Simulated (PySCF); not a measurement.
Sn(H)2(Me)2 (C2H8Sn), SMILES [SnH2]([CH3])[CH3]. Geometry optimised at B3LYP-D3(BJ)/def2-SVP. The def2 effective core potentials stand for the cores of Sn; spin–orbit coupling is left out.

Calculation: B3LYP-D3(BJ)/def2-SVP run with PySCF.

Harmonic wavenumbers (cm⁻¹): 92, 94, 132, 335, 478, 505, 515, 555, 720, 753, 782, 784, 791, 1210, 1216, 1436, 1437, 1441, 1444, 1873, 1876, 3044, 3044, 3148, 3148, 3151, 3151. Rotational constants (GHz): 9.573, 4.578, 3.396; symmetry number 2.

Q: Work out the zero-point energy and the ideal-gas rigid-rotor harmonic-oscillator thermochemistry at 298.15 K and 1 atm.

A: ZPE = ½ Σ hcν = ½ × 37152 cm⁻¹ = 222.22 kJ/mol. H − E(el) = 242.42 kJ/mol. Entropy in J/(mol K): translation 171.30, rotation 99.60, vibration 63.57, total 334.47. G − E(el) = 142.69 kJ/mol. Cp = 103.00 J/(mol K). Modes under 150 cm⁻¹ make the vibrational entropy uncertain.
